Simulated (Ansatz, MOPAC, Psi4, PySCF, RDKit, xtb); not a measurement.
Two geometries of SMILES C=Cc1cccc(C#N)c1 (C9H7N), relaxed at B3LYP-D3(BJ)/def2-SVP with one dihedral held; other torsions can differ between them too.

Structure A

```
17

C      2.8304    -1.0109    -0.0023
C      2.1017     0.0757     0.2871
C      0.6442     0.2241     0.1351
C     -0.2197    -0.8726    -0.0540
C     -1.5935    -0.6910    -0.2020
C     -2.1469     0.5895    -0.1573
C     -1.3034     1.6953     0.0442
C     -1.8558     3.0196     0.1024
N     -2.3019     4.0903     0.1497
C      0.0808     1.5076     0.1933
H      3.9131    -1.0156     0.1424
H      2.3846    -1.9280    -0.3969
H      2.6199     0.9700     0.6507
H      0.1904    -1.8840    -0.0737
H     -2.2436    -1.5567    -0.3461
H     -3.2216     0.7402    -0.2690
H      0.7234     2.3761     0.3508
```

Structure B

```
17

C      2.7660    -1.0230    -0.0478
C      2.1375     0.1009     0.3079
C      0.6719     0.3137     0.1684
C     -0.1655     0.2712     1.2965
C     -1.5470     0.4265     1.1668
C     -2.1231     0.6232    -0.0875
C     -1.2974     0.6599    -1.2243
C     -1.8751     0.8560    -2.5240
N     -2.3423     1.0139    -3.5750
C      0.0940     0.5020    -1.0926
H      3.8430    -1.1451     0.0957
H      2.2236    -1.8578    -0.5025
H      2.7066     0.9069     0.7894
H      0.2754     0.1095     2.2830
H     -2.1832     0.3873     2.0537
H     -3.2018     0.7456    -0.1968
H      0.7272     0.5287    -1.9808
```

Problem. Which is lower in energy at the level Ansatz (a first-principles code) with CCSD(T) on RHF/cc-pVDZ, frozen core // B3LYP-D3(BJ)/def2-SVP, and by how much?

Solution. A is lower, by 10.39 kJ/mol (dihedral C1–C2–C3–C4: 15° in A, 105° in B).

E(B) − E(A) in kJ/mol at the other levels, on the same two geometries: MMFF94 // B3LYP-D3(BJ)/def2-SVP (RDKit) 3.82; B3LYP/def2-TZVP // B3LYP-D3(BJ)/def2-SVP (Psi4) 14.09; B3LYP-D3(BJ)/def2-TZVP // B3LYP-D3(BJ)/def2-SVP (Psi4) 14.39; PBE/def2-TZVP // B3LYP-D3(BJ)/def2-SVP (Psi4) 15.30; PBE-D3(BJ)/def2-TZVP // B3LYP-D3(BJ)/def2-SVP (Psi4) 15.43; wB97X-D/def2-TZVP // B3LYP-D3(BJ)/def2-SVP (Psi4) 11.22; RHF/cc-pVDZ // B3LYP-D3(BJ)/def2-SVP (Ansatz) 9.68; MP2 on RHF/cc-pVDZ, frozen core // B3LYP-D3(BJ)/def2-SVP (Ansatz) 10.74; CCSD on RHF/cc-pVDZ, frozen core // B3LYP-D3(BJ)/def2-SVP (Ansatz) 9.51; RHF/cc-pVTZ // B3LYP-D3(BJ)/def2-SVP (Ansatz) 9.94; MP2 on RHF/cc-pVTZ, frozen core // B3LYP-D3(BJ)/def2-SVP (Ansatz) 12.05; UFF // B3LYP-D3(BJ)/def2-SVP (RDKit) 19.05; AM1, restricted, heats of formation // B3LYP-D3(BJ)/def2-SVP (MOPAC) 6.39; PM7, restricted, heats of formation // B3LYP-D3(BJ)/def2-SVP (MOPAC) 1.15; GFN1-xTB // B3LYP-D3(BJ)/def2-SVP (xtb) 11.29; restricted B3LYP/6-31G*, spherical d, density fitting // B3LYP-D3(BJ)/def2-SVP (PySCF) 15.11; restricted B3LYP/LANL2DZ, density fitting // B3LYP-D3(BJ)/def2-SVP (PySCF) 18.37; restricted MP2 (frozen core)/3-21G // B3LYP-D3(BJ)/def2-SVP (PySCF) 3.50; restricted LDA (SVWN5)/6-31G*, spherical d, density fitting // B3LYP-D3(BJ)/def2-SVP (PySCF) 19.16.
